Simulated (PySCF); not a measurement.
**Magnetisability: `C/C=C\[P@H](=O)CC(C)=O`, C$_{6}$H$_{11}$O$_{2}$P**

Geometry:
```csv
atom,x (Å),y (Å),z (Å)
C1,-3.106,0.769,-0.893
C2,-2.796,-0.527,-0.238
C3,-1.573,-0.912,0.097
P4,-0.108,0.090,-0.263
O5,0.298,0.132,-1.672
C6,1.200,-0.586,0.845
C7,2.307,0.417,0.640
C8,3.350,0.010,-0.354
O9,2.277,1.491,1.188
H10,-3.672,1.409,-0.215
H11,-2.187,1.274,-1.187
H12,-3.719,0.604,-1.778
H13,-3.643,-1.171,-0.029
H14,-1.392,-1.870,0.566
H15,-0.324,1.340,0.308
H16,0.844,-0.580,1.874
H17,1.466,-1.593,0.520
H18,3.835,-0.912,-0.043
H19,2.846,-0.172,-1.304
H20,4.091,0.796,-0.475
```

Computed with GIAO PBE0/cc-pVDZ magnetisability, rotational g tensor and spin-rotation constants, non-relativistic, gas phase in PySCF. Geometry: GFN2-xTB.

(1) How diamagnetic is it, and how anisotropic?

(2) Split it along the inertial axes a, b, c into diamagnetic and paramagnetic parts about the centre of mass, with the quadrupole moment.

(3) And the rotational g tensor?

## Answers

(1) Isotropic -1282 × 10⁻³⁰ J/T², or -77.2 × 10⁻⁶ cm³/mol; principal values -1449, -1270, -1129 × 10⁻³⁰ J/T², anisotropy 278 × 10⁻³⁰ J/T² (root of half the summed squared differences of the principal values). The susceptibility is in cgs units.

(2) 
```tsv
axis	χ (10⁻⁶ cm³/mol)	diamagnetic (10⁻⁶ cm³/mol)	paramagnetic (10⁻⁶ cm³/mol)	summed x² of all electrons (Å²)	quadrupole Θ (D Å)
a	-75.7	-503.1	427.4	379.1	+10.71
b	-85.9	-1847.9	1762.0	62.1	-10.39
c	-70.1	-1871.5	1801.4	56.5	-0.32
```
Anisotropies 2χaa − χbb − χcc = +4.5 and 2χbb − χaa − χcc = -26.0 × 10⁻⁶ cm³/mol. Θ is traceless in Buckingham's convention.

(3) 
| axis | rotational constant (GHz) | g | nuclear part | electronic part |
| --- | --- | --- | --- | --- |
| a | 3.2478 | -0.0565 | 0.5956 | -0.6522 |
| b | 0.7029 | -0.0048 | 0.5770 | -0.5818 |
| c | 0.6889 | -0.0117 | 0.5713 | -0.5830 |

Asymmetric top; isotopes 12C, 1H, 16O, 31P; no vibrational averaging.
